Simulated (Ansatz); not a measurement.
Input for Ansatz (a program for electronic structure): R-B3LYP/def2-TZVPP on CH3ITe (SMILES C[Te]I), a point of a torsion scan. Elements past Kr take the def2 small-core potentials; no spin–orbit coupling.

Ansatz 0.2 input:
```yaml
crystal:
  periodic: [false, false, false]
  atoms:
    - {symbol: C, position_ang: [-0.71825298, -0.04986588, 0.01439519]}
    - {symbol: Te, position_ang: [0.90706804, 1.35588805, -0.10928448]}
    - {symbol: I, position_ang: [2.76845397, -0.38728126, 0.70386572]}
    - {symbol: H, position_ang: [-0.83099864, -0.42368536, 1.02441435]}
    - {symbol: H, position_ang: [-1.61166731, 0.48980880, -0.26984998]}
    - {symbol: H, position_ang: [-0.56759732, -0.87781126, -0.66715386]}
basis:
  gaussian:
    orbitals: def2-TZVPP
hamiltonian:
  xc: {name: B3LYP}
scf: {lower_state_search: off}
```

The head of its log:

```
WARN ansatz: RAYON_NUM_THREADS=1 ignored (pool sized by the plan → 1); use --threads N
Functional definition: B3LYP
these checks for a lower state are left out or cut short: stability, starts, cluster_reference, orbital_swaps, neighbouring_geometries, increment
integrals: 0.09 GiB planned
1191 factors; their error is unknown
mean field: 0.80 GiB planned
mean field evaluation 1: about -16479.5645 eV, gradient 5.4e1 eV
mean field evaluation 2: about -16469.6132 eV, gradient 7.6e1 eV
```

Problem. What total energy does the run end on?

Solution. -605.8742 hartree.
